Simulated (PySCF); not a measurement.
Geometries of 2 isomers of C3H6BFO, from PySCF 2.14.0, PBE0-D3(BJ)/def2-SVP geometry optimisation, gas phase. One conformer each, no zero-point energy, no frequencies.

Task: Which is lower in electronic energy at this level?
A.
```xyz
12
angstrom
B      2.481    0.160   -0.512
C      1.304   -0.538    0.134
F      1.446   -1.676    0.833
C      0.048   -0.020    0.029
O     -1.018   -0.587    0.564
C     -2.249    0.086    0.418
H      2.268    1.178   -1.128
H      3.600   -0.281   -0.419
H     -0.091    0.909   -0.535
H     -3.034   -0.601    0.755
H     -2.435    0.357   -0.635
H     -2.277    0.997    1.040
```
B.
```xyz
12
angstrom
C      2.545    0.490    0.602
C      1.497    0.099   -0.116
F      1.607   -0.271   -1.382
O      0.250    0.032    0.365
B     -0.905   -0.209   -0.335
C     -2.244   -0.261    0.463
H      3.534    0.515    0.150
H      2.402    0.784    1.640
H     -0.847   -0.364   -1.531
H     -2.740   -1.232    0.291
H     -2.942    0.495    0.066
H     -2.121   -0.106    1.544
```

Result: B. That is `C=C(F)OBC`, 51.1 kcal/mol below the other.

```tsv
SMILES	atoms numbered as above	E (Eh)	relative (kcal/mol)	relative (kJ/mol)	dipole (D)
C=C(F)OBC	[CH2:1]=[C:2]([F:3])[O:4][BH:5][CH3:6]	-317.28117	0.0	0.0	0.68
B/C(F)=C/OC	[BH2:1]/[C:2]([F:3])=[CH:4]/[O:5][CH3:6]	-317.19971	51.1	213.9	4.32
```

As drawn, the lower has a B–O bond, which the higher lacks.
